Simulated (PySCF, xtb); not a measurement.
IrO2, SMILES [O]=[Ir]=[O] (connectivity only; charge and spin as stated), neutral, multiplicity 4.

Harmonic wavenumbers (cm⁻¹) from xtb with GFN2-xTB at its own minimum, in rising order: 189, 719, 720.

Problem. What does PBE-D3(BJ)/def2-TZVP in PySCF 2.14.0 give at its own minimum? (The exact figures need the calculation; the answer reports its results.)

Solution. 258, 859, 917. Paired by order, the mean absolute difference is 135 cm⁻¹ and the zero-point energies are 2.3 and 2.9 kcal/mol.
